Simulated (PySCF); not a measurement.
# Highest orbital energy against ionisation energy along the 5p block

Calculated with PySCF 2.14, no spin-orbit coupling. Each cell gives −ε(HOMO) / ΔSCF in eV; NIST values include spin-orbit coupling, (s) semi-empirical, (t) theoretical.

| species | UHF | LDA | PBE | PBE0 | r2SCAN | NIST (lowest levels) |
| --- | --- | --- | --- | --- | --- | --- |
| In²⁺ (aug-cc-pVTZ-PP with one added diffuse shell each of d, f type with ECP28MDF, ECP) | 26.763 / 26.619 | 24.646 / 29.089 | 24.232 / 28.659 | 25.040 / 28.277 | 24.496 / 28.372 | 28.044 |
| Sn²⁺ (aug-cc-pVTZ-PP with one added diffuse shell each of d, f type with ECP28MDF, ECP) | 28.789 / 28.537 | 26.621 / 31.280 | 26.171 / 30.791 | 27.060 / 30.421 | 26.379 / 30.455 | 30.506 |
| Sb²⁺ (aug-cc-pVTZ-PP with one added diffuse shell each of d, f type with ECP28MDF, ECP) | 24.426 / 24.139 | 20.572 / 24.920 | 20.485 / 24.699 | 21.644 / 24.735 | 20.873 / 24.872 | 25.323 |
| Te²⁺ (aug-cc-pVTZ-PP with one added diffuse shell each of d, f type with ECP28MDF, ECP) | 27.342 / 26.971 | 23.057 / 27.714 | 22.977 / 27.495 | 24.262 / 27.564 | 23.422 / 27.708 | 27.84 ± 0.04 |
| I²⁺ (aug-cc-pVTZ-PP with one added diffuse shell each of d, f type with ECP28MDF, ECP) | 30.306 / 29.855 | 25.533 / 30.485 | 25.464 / 30.281 | 26.888 / 30.399 | 25.991 / 30.571 | 29.57 ± 0.025 |
| Xe²⁺ (aug-cc-pVTZ-PP with one added diffuse shell each of d, f type with ECP28MDF, ECP) | 30.038 / 29.367 | 25.876 / 30.812 | 25.708 / 30.478 | 27.063 / 30.501 | 26.050 / 30.514 | 31.05 ± 0.04 (s) |

Task: How far is −ε(HOMO) from ΔSCF on average for each method, and why?

Result: UHF 0.36 eV; LDA -4.67 eV; PBE -4.56 eV; PBE0 -3.32 eV; r2SCAN -4.21 eV. Hartree-Fock orbital energies lack relaxation and so exceed the ΔSCF value; semilocal functionals have convex E(N) from self-interaction, so their HOMO lies far too high; exact exchange moves hybrids part of the way back.
